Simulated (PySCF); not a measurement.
**Correlation energy of Xe⁺ (xenon, charge +1)**

[Kr] 4d10 5s2 5p5, 2P determinant. All numbers are calculated (PySCF 2.14, scalar relativity by spin-free X2C-1e, in aug-cc-pVQZ-DK3 (9s8p6d3f2g, 102 functions)). Frozen: [Kr] 4d10; 7 electrons correlated.

| level | correlation energy (mhartree) |
| --- | --- |
| CCSD | -151.27 |
| (T) | -4.77 |
| CCSD(T) | -156.04 |

Diagnostics: T1 = 0.0064, D1 = 0.0195, largest double amplitude 0.033.

Question: Is a single reference adequate?

Answer: Yes, within this model without spin-orbit coupling: T1 lies below 0.03 and no double amplitude reaches 0.07.
